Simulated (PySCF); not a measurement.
Level of theory: B3LYP-D3(BJ)/def2-TZVP // BP86-D3(BJ)/def2-SVP (PySCF). Gas-phase values, no solvent. B3LYP has the VWN-RPA correlation part, as in Gaussian. 

Reference species: [Cd(F)(Br)] (neutral, multiplicity 1).

```yaml
charge on the central atom (Mulliken): 0.90 e
LUMO: -2.78 eV
HOMO: -8.40 eV
```

Changed species: [Cd(F)2] (0 of 2 F replaced by Br; the reference has 1 of 2 F replaced by Br).

What does the change do to the charge on the central atom (Mulliken), LUMO and HOMO?

the charge on the central atom (Mulliken) increases by 0.19 e, to 1.09 e; the LUMO decreases by 0.08 eV, to -2.86 eV; the HOMO falls by 1.41 eV, to -9.81 eV.
